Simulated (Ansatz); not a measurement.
GaGeH$_{5}$O, SMILES `[GaH2][O][GeH3]` at its PBE0-D4/def2-TZVP geometry, where that method's forces vanish. The species carries charge 0 and has multiplicity 1.

```xyz
8

Ga    0.8615    0.8869    1.3556
O     0.5786    0.4438   -0.3464
Ge   -0.6060   -0.6399   -1.0901
H     2.0313    1.8935    1.5686
H    -0.0767    0.2283    2.4209
H    -1.5056   -1.2592    0.0007
H     0.1666   -1.7419   -1.8353
H    -1.4497    0.1885   -2.0739
```

(1) What forces (eV/Å) does B3LYP-D4/def2-TZVPP give on these atoms in Ansatz? (An estimate is asked.)

Answers

(1) Computed: 
```
Ga1  0.074  0.092  0.264
O2   0.127  0.098 -0.077
Ge3 -0.190 -0.185 -0.156
H4  -0.022 -0.018 -0.007
H5   0.014  0.010 -0.019
H6  -0.001  0.001  0.000
H7   0.004 -0.005 -0.002
H8  -0.006  0.006 -0.004
```

B3LYP here is the variant with VWN-RPA as its local correlation; programs differ in this.
